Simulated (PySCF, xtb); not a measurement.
Al(Br)(Me)(OH) (CH₄AlBrO), SMILES [CH3][Al]([OH])[Br]. Other conformers were not sampled.

Harmonic wavenumbers (cm⁻¹) from GFN2-xTB run with xtb at its own minimum, in rising order: 50, 114, 151, 196, 376, 407, 483, 598, 614, 648, 911, 1290, 1439, 1450, 2958, 2965, 2970, 3776.

Question: What does TPSSh-D3(BJ)/def2-SVP (PySCF) give at its own minimum? (An estimate is asked for; the answer gives what the named calculation found.)

Answer: 41, 139, 186, 196, 370, 395, 581, 646, 668, 715, 888, 1232, 1444, 1444, 3025, 3111, 3130, 3883. Paired by order, the mean absolute difference is 51 cm⁻¹ and the zero-point energies are 30.6 and 31.6 kcal/mol.
